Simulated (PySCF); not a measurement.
CH5FO2Si, SMILES CO[SiH](O)F.

Geometry: PBE0-D3(BJ)/def2-SVP. The structure was generated by enumeration, and PubChem lists no compound with its InChIKey, so it may never have been made. The values are those of a single conformer.

Method: PySCF with TDDFT-PBE/def2-SVPD.

Vertical excitations. 

Computed excitation energies, oscillator strengths and character:
| state | energy (eV) | λ (nm) | f | main pairs |
|---|---|---|---|---|
| S1 | 6.76 | 183 | 0.016 | HOMO→LUMO 99 % |
| S2 | 7.17 | 173 | 0.007 | HOMO→LUMO+1 100 % |
| S3 | 7.24 | 171 | 0.014 | HOMO−1→LUMO 99 % |
| S4 | 7.66 | 162 | 0.009 | HOMO−1→LUMO+1 61 %, HOMO→LUMO+2 38 % |
| S5 | 7.75 | 160 | 0.034 | HOMO→LUMO+2 58 %, HOMO−1→LUMO+1 37 % |
| S6 | 7.96 | 156 | 0.027 | HOMO−2→LUMO 95 % |
| S7 | 8.08 | 153 | 0.029 | HOMO→LUMO+3 95 % |
| S8 | 8.17 | 152 | 0.031 | HOMO−1→LUMO+2 94 % |
| S9 | 8.31 | 149 | 0.007 | HOMO−2→LUMO+1 98 % |
| S10 | 8.34 | 149 | 0.016 | HOMO→LUMO+4 98 % |
| T1 | 6.63 | 187 | 0 | HOMO→LUMO 100 % |
| T2 | 7.02 | 177 | 0 | HOMO→LUMO+1 97 % |
| T3 | 7.12 | 174 | 0 | HOMO−1→LUMO 97 % |
| T4 | 7.40 | 168 | 0 | HOMO→LUMO+2 94 % |
Triplets are in the Tamm–Dancoff approximation, which puts them higher than full response would, so one can lie above its singlet here.
